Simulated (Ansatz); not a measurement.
`CO[B](F)[GaH2]` + HCl → `COB(F)Cl` + `[GaH3]` at 700 K and 1 bar (cleavage of the B–Ga bond).

Gas-phase electronic energies from Ansatz, PBE0-D4/def2-TZVP geometries. CCSD(T)/CBS adds triple-zeta CCSD(T) − MP2 to the extrapolated MP2 energy (def2 sets, frozen cores). This one scheme is used for every species. For Ga outer-core shells are correlated without core-valence functions, which leaves a few kJ/mol of doubt a bond. Scalar relativity is left out up to krypton. One conformer a species, not always the lowest.

| species | CCSD(T)/CBS energy (Eh) | H − E (kJ/mol) | S (J/(mol·K)) |
| --- | --- | --- | --- |
| `CO[B](F)[GaH2]` | -2164.83172 | 243.4 | 486.4 |
| HCl | -460.38127 | 38.4 | 211.8 |
| `COB(F)Cl` | -699.54205 | 195.4 | 424.3 |
| `[GaH3]` | -1925.70545 | 80.8 | 262.3 |

H − E and S are ideal-gas, rigid-rotor, harmonic terms from PBE0-D4/def2-TZVP, for one conformer and one mirror image of each species. 1 Eh = 2625.50 kJ/mol, R = 8.31446 J/(mol·K).

Task: By hand: ΔE, ΔH, ΔS and ΔG.

Result: ΔE = (-699.54205) + (-1925.70545) − (-2164.83172) − (-460.38127) = -0.03451 Eh = -90.6 kJ/mol. Δ(H − E) = 195.4 + 80.8 − 243.4 − 38.4 = -5.6, so ΔH = -96.2 kJ/mol. ΔS = 424.3 + 262.3 − 486.4 − 211.8 = -11.6 J/(mol·K). ΔG = -96.2 − 700 × (-11.6)/1000 = -88.1 kJ/mol.

Task: By hand: the equilibrium constant, and the temperature at which ΔG would vanish if ΔH and ΔS stayed fixed.

Result: log₁₀ K = −ΔG/(RT ln 10) = 6.6. ΔG = 0 at ΔH/ΔS = 8293 K, far beyond where these terms or the molecules hold.

The number of gas molecules stays the same, so ΔS is small and ΔH decides. A doubt of 5 kJ/mol in ΔE shifts log₁₀ K by 0.4 here. Other conformers and mirror images would add mixing entropy, several J/(mol·K) or more a flexible species. Modes under 60 cm⁻¹, often nearly free rotors, make the harmonic entropy too high. These are equilibria of isolated gas molecules and say nothing of rates. Largest T1 diagnostic: 0.014 (customary marks: 0.02 for closed shells, 0.045 for open ones).
